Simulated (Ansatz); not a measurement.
`N#[C][GeH3]` + `c1ccoc1` → `N#Cc1ccco1` + GeH₄  (formal exchange of groups at a C–Ge bond)

Isolated molecules relaxed with PBE0-D4/def2-TZVP in Ansatz; ΔE leaves out vibrations. CCSD(T)/CBS is the MP2 limit (def2-TZVPP, def2-QZVPP) plus CCSD(T) − MP2 in def2-TZVPP, frozen cores. Functionals use def2-TZVPP. HSE06 is defined as in plane-wave codes. For Ge outer-core shells are correlated without core-valence functions, which leaves a few kJ/mol of doubt a bond. Scalar relativity is left out up to krypton.

(1) Is it downhill or uphill in electronic energy at CCSD(T)/CBS, and by how much? (Estimate.)

(2) What do these levels give: revPBE-D4, B97M-V, ωB97X-V, PBE-QIDH, revPBE, BLYP, r2SCAN0, HSE06, LC-ωPBE, RPA@PBE/def2-TZVPP, HF/def2-QZVPP, SCS-MP2/def2-QZVPP? (Best estimate.)

Largest T1 diagnostic among the species: 0.014.

## Answers

(1) Ansatz gave: Uphill: ΔE = +0.38 eV.

(2) Computed: revPBE-D4 0.13, B97M-V 0.11, ωB97X-V 0.33, PBE-QIDH 0.30, revPBE 0.18, BLYP 0.20, r2SCAN0 0.24, HSE06 0.21, LC-ωPBE 0.32, RPA@PBE/def2-TZVPP 0.39, HF/def2-QZVPP 0.44, SCS-MP2/def2-QZVPP 0.38 eV.

From PBE to PBE0 (25 % exact exchange), in def2-TZVPP and without D4, ΔE moves by +0.06 eV. At CCSD(T), def2-SVP lies −0.17 eV from the extrapolated value and def2-TZVPP −0.01 eV. Leaving LDA and LC-ωPBE aside and taking each functional with its dispersion term where it has one, the values, not all of them listed here, spread over 0.23 eV, from B97M-V to ωB97M-V. LDA lies −0.11 eV from PBE without D4.
